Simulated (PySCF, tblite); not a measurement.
Isomers of C4H13N2Si (doublet state), one GFN2-xTB conformer each. Single-point energies are computed at B3LYP/pcH-1 (PySCF, gas phase, no added dispersion term), electronic only. GFN2-xTB treats the open shell by occupation alone, and not every SCF solution was tested for stability.

Question: Rank them by B3LYP/pcH-1 energy, lowest first (kJ/mol).
A. `[CH2:1][CH2:2][C@@H:3]([CH3:4])[NH:5][SiH2:6][NH2:7]` (doublet state) with H–C1–C2–C3 93° and -75°, C1–C2–C3–C4 172°, C2–C3–N5–Si6 98°, C3–N5–Si6–N7 -176°, N5–Si6–N7–H -169° and 58°
B. `[CH3:1][CH:2][C@@H:3]([CH3:4])[NH:5][SiH2:6][NH2:7]` (doublet state) with C1–C2–C3–C4 158°, C2–C3–N5–Si6 151°, C3–N5–Si6–N7 -176°, N5–Si6–N7–H -176° and 51°

Answer: B (0.0), A (27.4).

GFN2-xTB itself gives, in the same order: 0.0, 18.8. Both levels put the same isomer lowest.

What happens when harmonic zero-point energies from GFN2-xTB frequencies are added?

```tsv
SMILES	ZPE (kJ/mol)	electronic (kJ/mol)	with ZPE (kJ/mol)
C[CH][C@@H](C)N[SiH2]N	430.1	0.0	0.0
[CH2]C[C@@H](C)N[SiH2]N	429.8	27.4	27.1
```

The zero-point energies span 0.3 kJ/mol. The order is unchanged.
